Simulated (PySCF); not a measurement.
Below is a simulated gas-phase C 1s photoelectron spectrum of `CCCc1c[n-]cn1`.

Every computed line was given a Gaussian of 0.7 eV full width at half maximum and an area set by the number of equivalent atoms; the highest printed point is 100. Theory: PySCF, delta-SCF UKS SCAN, pcX-2 on the ionised atom, pcseg-1 elsewhere, spin-free X2C.

(binding energy (eV), intensity): (283.7, 0), (283.8, 0), (283.9, 1), (284.0, 3), (284.1, 6), (284.2, 12), (284.3, 21), (284.4, 34), (284.5, 48), (284.6, 63), (284.7, 75), (284.8, 82), (284.9, 83), (285.0, 79), (285.1, 72), (285.2, 62), (285.3, 51), (285.4, 40), (285.5, 30), (285.6, 23), (285.7, 20), (285.8, 23), (285.9, 32), (286.0, 46), (286.1, 64), (286.2, 81), (286.3, 94), (286.4, 100), (286.5, 96), (286.6, 84), (286.7, 66), (286.8, 47), (286.9, 30), (287.0, 17), (287.1, 9), (287.2, 4), (287.3, 2), (287.4, 1), (287.5, 0)

How many maxima does the curve show, and how many computed lines lie under it?

The curve has 2 maxima (at 284.9 and 286.4 eV). Under it lie 6 lines from 6 inequivalent carbon sites. At this width some lines have no maximum of their own.

Decompose the envelope and assign each component. Numbering: `[CH3:1][CH2:2][CH2:3][c:4]1[cH:5][n-:6][cH:7][n:8]1`.

```tsv
position (eV)	relative area	line	atoms	environment
284.70	1	C 1s	C5	aromatic CH next to a ring nitrogen
284.85	1	C 1s	C4	substituted aromatic carbon
285.24	1	C 1s	C7	aromatic CH next to a ring nitrogen
286.24	1	C 1s	C3	benzylic-type carbon
286.46	1	C 1s	C1	methyl carbon
286.51	1	C 1s	C2	chain CH2 carbon
```

What are the centre and the root-mean-square width of the whole band?

The area-weighted mean of the lines is 285.67 eV. Their own spread about it is 0.76 eV (rms) and each Gaussian has σ = 0.7/2.355 = 0.30 eV; the variances add, which gives 0.82 eV.

Lowest listed C 1s: C5, bonded to N (aromatic in the SMILES), C (aromatic in the SMILES) and H. Highest, 1.81 eV above it: C2, bonded to 2 C and 2 H. The widest gap between neighbouring values is 1.00 eV, between 285.24 and 286.24 eV. The values 286.46 and 286.51 eV lie too close for their order to be trusted.

The curve has no shake-up lines and no vibrational structure. The species carries charge -1, so core ionisation leaves a neutral species. The basis sets have no added diffuse functions. One conformer (not necessarily the lowest) at the PBE0-D3(BJ)/def2-SVP geometry, without solvent, vibrations or thermal averaging. The geometry's basis has no diffuse functions, a weakness for an anion.

Hardware: one thread, AMD EPYC 9R14 (x86_64), no GPU, shared host with 192 logical CPUs at a one-minute load of 114. Cost: 63 s wall, 0.79 GiB resident at most.

Conformer computed: `[CH3:1][CH2:2][CH2:3][c:4]1[cH:5][n-:6][cH:7][n:8]1`: C1–C2–C3–C4 -69°, C2–C3–C4–C5 -116°.
